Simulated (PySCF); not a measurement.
Compound: perfluorobutane, C4F10.
Geometry (PBE0-D3(BJ)/def2-SVP, Å), atoms numbered from 1 in this order:
```xyz
14
C4F10 angstrom
F      2.4469    1.2532   -1.0432
C      1.4264    0.9384   -0.2636
F      0.6594    2.0089   -0.1122
F      1.8848    0.5608    0.9189
C      0.6245   -0.2037   -0.9304
F      0.0397    0.2918   -2.0246
F      1.4994   -1.1497   -1.2890
C     -0.4553   -0.9180   -0.0740
F      0.1515   -1.5754    0.9178
F     -1.0502   -1.7989   -0.8867
C     -1.5642   -0.0411    0.5517
F     -1.0632    0.7007    1.5297
F     -2.4982   -0.8319    1.0529
F     -2.1081    0.7492   -0.3600
```

Level: PBE0/pcSseg-1 in PySCF, non-relativistic, on one gas-phase PBE0-D3(BJ)/def2-SVP geometry that isn't relaxed in the solvent. The solvent is an IEF-PCM continuum (Bondi radii, 1.10 Å for H, scaled by 1.2). Specific hydrogen bonds and non-electrostatic terms are outside this model.

```csv
run,E − E(gas) (kcal/mol),HOMO (eV),HOMO–LUMO gap (eV),dipole (D)
gas,0.00,-10.76,11.53,0.23
P,-0.35,-10.71,11.54,0.25
Q,-0.58,-10.68,11.54,0.25
```

**Question.** The runs were made in benzene and chloroform. Which run belongs to which solvent?

**Answer.** P = benzene, Q = chloroform. The dielectric constants are 2.271 (benzene), 4.711 (chloroform), and the energy falls further as ε rises. In this model the ground state sees the solvent through ε alone.

**Question.** How constant is the ratio of the lowering to (ε − 1)/(2ε + 1)?

**Answer.** 
| solvent | (ε − 1)/(2ε + 1) | E − E(gas) (kcal/mol) | ratio (kcal/mol) | polarisation term (kcal/mol) |
| --- | --- | --- | --- | --- |
| benzene | 0.229 | -0.35 | -1.5 | -0.35 |
| chloroform | 0.356 | -0.58 | -1.6 | -0.59 |

The ratio changes by +7.1 % in size from benzene to chloroform. The polarisation term is half the interaction of the solute with the induced surface charges.
